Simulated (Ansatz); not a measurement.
A run for Ansatz (an electronic-structure program): R-RI-MP2/aug-cc-pV(T+d)Z on CH7ClSi (a complex). Files ending in .json are basis or fitting sets from the Basis Set Exchange.

Ansatz 0.2 input:
```yaml
crystal:
  periodic: [false, false, false]
  atoms:
    - {symbol: C, position_ang: [0.19900332, 0.13941699, 0.07197742]}
    - {symbol: H, position_ang: [0.34348482, 0.56293121, -0.92090744]}
    - {symbol: H, position_ang: [0.34083633, 0.91552429, 0.82239711]}
    - {symbol: H, position_ang: [-0.81051269, -0.26232780, 0.14999723]}
    - {symbol: H, position_ang: [0.92211117, -0.65928477, 0.23290106]}
    - {symbol: Si, position_ang: [-0.19513428, -0.87457000, 3.71907716]}
    - {symbol: Cl, position_ang: [0.24633524, 1.13151850, 3.95243144]}
    - {symbol: H, position_ang: [0.93674642, -1.52792546, 3.03540617]}
    - {symbol: H, position_ang: [-1.42602103, -0.99441191, 2.91545576]}
    - {symbol: H, position_ang: [-0.39542730, -1.46048924, 5.05901728]}
basis:
  gaussian:
    orbitals: aug-cc-pV_T+d_Z.json
    fitting: {mean_field: def2-universal-JKFIT, correlation: aug-cc-pVTZ-RIFIT.json}
magnetization: {spin_polarized: false}
correlation: {method: mp2, electrons: outside_noble_gas}
scf: {lower_state_search: off}
```

It printed:

```
Functional definition: HF
[...]
these checks for a lower state are left out or cut short: stability, starts, cluster_reference, orbital_swaps, neighbouring_geometries, increment
integrals: 0.40 GiB planned
457 factors; integrals over basis functions are off by at most 1.4e0 eV
mean field: 0.61 GiB planned
mean field evaluation 1: about -21507.6761 eV, gradient 2.8e1 eV
mean field evaluation 2: about -21509.6379 eV, gradient 1.0e1 eV
mean field evaluation 4: about -21509.9352 eV, gradient 2.8e-1 eV
mean field -21509.93593891 eV, -790.4755657969 hartree, gradient 2.4e-6 eV, S^2 0.000000; 0 other end points of the search recorded, 0 dependent functions left out
11 core orbitals not correlated
722 factors; their error is unknown
reference -21509.93593891 eV, -790.4755657969 hartree; 11, 11 occupied and 295, 295 virtual orbitals, 722 factors
second order -14.43630555 eV of doubles, -0.00000000 eV of singles
Total energy: -21524.37224447 eV, -791.0060902407 hartree
Checks for a lower state left out: stability, starts, cluster_reference, orbital_swaps, neighbouring_geometries, increment
```

The calculation finished and met its thresholds.

Cost: around 3 core-seconds (rough).
